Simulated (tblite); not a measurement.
C5H9NOSi2.
SMILES: `N#C[C@@]12CO[C@@H](C1)[SiH2][SiH2]2`

All values are computed: GFN2-xTB (tblite) harmonic vibrations without scaling, gas phase. Errors from tens to a few hundred cm⁻¹ against measured bands are possible. Modes of hydrogen on silicon can be 10 to 20 % off.

Harmonic wavenumbers (cm⁻¹): 93.2, 119.7, 139.0, 192.2, 252.3, 295.1, 343.7, 361.5, 439.6, 446.5, 460.0, 502.7, 517.2, 543.1, 556.7, 578.8, 622.7, 647.2, 677.3, 733.2, 761.5, 788.1, 913.8, 923.5, 952.3, 1015.1, 1044.0, 1063.8, 1103.8, 1140.7, 1166.5, 1192.2, 1211.5, 1232.7, 1268.3, 1307.9, 1491.8, 1511.8, 2188.0, 2230.2, 2238.3, 2281.8, 2382.3, 2854.5, 2947.5, 2948.2, 2958.4, 2991.2.

A = 2083, B = 1050, C = 865.9 MHz; mass 155.022 u (most abundant isotopes); point group C1, symmetry number 1.

Question: What is the zero-point energy?

Answer: ½Σν̃ = 27316 cm⁻¹ = 78.10 kcal/mol.

Question: What is S at 200 K and 1 bar for an ideal gas of classical rigid rotors and harmonic oscillators?

Answer: Translation 39.07, rotation 28.33, vibration 14.47: S = 81.9 cal/(mol K).

Question: And Cp and H(200 K) − H(0)?

Answer: Cp = 29.21 cal/(mol K), of which vibrations give 21.26 (their classical limit is 48 R = 95.4); H(200 K) − H(0) = 3.39 kcal/mol without the zero-point energy, 1.80 from vibrations.

Question: What must be added to the electronic energy to get the Gibbs energy at 200 K and 1 bar?

Answer: ZPE + [H(200 K) − H(0)] − T·S = 78.10 + 3.39 − 16.37 = 65.12 kcal/mol.

Question: Blend soft modes into free rotors: weight 1/[1 + (100 cm⁻¹/ν̃)⁴] for the oscillator and the rest for a rotor with moment μB/(μ + B), μ = h/(8π²ν), B = 10⁻⁴⁴ kg m². What vibrational entropy results?

Answer: 14.36 cal/(mol K) in place of 14.47, which changes −T·S at 200 K by +0.02 kcal/mol.

Hindered rotation and anharmonicity are outside this model. The structure is chiral; the term R ln 2 for an equal mix with its mirror image is left out.

Hardware: Arm Neoverse V1, one thread, no GPU, on a shared host. Cost: 0.87 s wall. The figure is for the frequency step alone.
